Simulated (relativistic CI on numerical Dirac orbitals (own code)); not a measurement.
# One change at a time: Sn XVI

Base calculation: Dirac-Coulomb-Breit CI, KLI orbitals optimised for each configuration, a model potential for QED, unscaled Slater integrals.

CI space (outside the closed core [Ar] 3d10): 4s2 4p5, 4s 4p6, 4s2 4p4 4d, 4s 4p5 4d, 4s2 4p4 4f, 4s 4p5 4f, 4p6 4d, 4s 4p4 4d2, 4s2 4p4 5s, 4s2 4p3 4d 4f, 4s2 4p4 5p, 4p6 4f, 4p6 5s, 4s 4p5 5s, 4s 4p4 4d 5s, 4s2 4p4 5d, 4s 4p5 5p, 4s2 4p3 4f 5s, 4p5 4d 4f, 4s2 4p4 5f, 4s2 4p4 6s, 4s2 4p4 5g, 4s 4p4 4f2, 4s 4p5 5d, 4s2 4p4 6p, 4s2 4p4 6d, 4s 4p4 5s2, 4s2 4p3 4d2, 4s2 4p2 4d3, 4s 4p3 4d3, 4s2 4p2 4d2 4f, 4s 4p3 4d2 4f, 4s2 4p2 4d2 5s, 4p5 4d2, 4p4 4d3, 4p4 4d2 4f, 4p4 4d2 5s, 4s2 4p3 5s2, 4s2 4p2 4d 5s2, 4s 4p3 4d 5s2, 4s2 4p2 4f 5s2, 4s 4p3 4f 5s2, 4p5 4d 5s, 4p4 4d 4f 5s, 4p4 4d 5s2. Double excitations out of closed p, d and f shells are left out; levels of such configurations are missing from the list, as are those of other unlisted configurations, and high levels can miss mixing partners. These lack a partner that the ground configuration has and come out too high: 4s2 4p4 5p, 4s 4p5 5s, 4s2 4p4 5d, 4s 4p5 5p, 4s2 4p4 5f.

Variants: (1) Breit term removed; (2) non-relativistic limit. Shifts of the energy above 4s2 4p5 2P°_3/2, in cm⁻¹, for the lowest level and the first level of each name with at least 55 % of one term (blank where a level changes its place among those of its configuration and J or its character, or is not in the variant):

```
              Level     Base   Δ(1)     Δ(2)
    4s2 4p5 2P°_3/2        0      0        0
    4s2 4p5 2P°_1/2    77738  +1097   -77738
      4s 4p6 2S_1/2   416710   +341   -90493
  4s2 4p4 4d 4D_5/2   532583  +1176   -33238
  4s2 4p4 4d 4D_3/2   532607   +988   -33262
  4s2 4p4 4d 4D_7/2   539738  +1474   -40393
  4s2 4p4 4d 4F_9/2   559954  +1524   -28341
  4s2 4p4 4d 4P_1/2   586300  +1464         
  4s2 4p4 4d 4D_1/2   595420  +1940         
  4s2 4p4 4d 4F_5/2   600732  +1704   -69119
  4s2 4p4 4d 2G_7/2   639606  +2158   -81727
  4s2 4p4 4d 2F_5/2   648611  +2462   -91374
  4s2 4p4 4d 2G_9/2   650320  +2646   -92441
  4s2 4p4 4d 2S_1/2   727444  +1785   -77187
  4s 4p5 4d 4P°_1/2   937896  +1148  -104573
  4s 4p5 4d 4P°_3/2   946985  +1349  -113661
  4s 4p5 4d 4P°_5/2   963515  +1559  -130192
  4s 4p5 4d 4F°_9/2   969246  +1699  -114412
  4s 4p5 4d 4F°_7/2   970404  +1387  -115570
  4s 4p5 4d 4D°_1/2  1010683  +1341  -122494
  4s 4p5 4d 2P°_1/2  1054874  +1781  -115823
4s2 4p3 4d2 6F°_3/2  1096277  +2261   -73052
```

At this charge energies of transitions that change n are usually good to better than 1 %, and those within a shell (Δn = 0) to a few per cent.

Ionisation energy from the two ground configurations alone: base 406.552 eV; Breit term removed 406.768 eV. The NIST ASD value (theoretical) is 407 eV.

LS names give the leading component of a level, which can be under half, so a name can repeat, a term be missing and a line seem to break the LS rules.
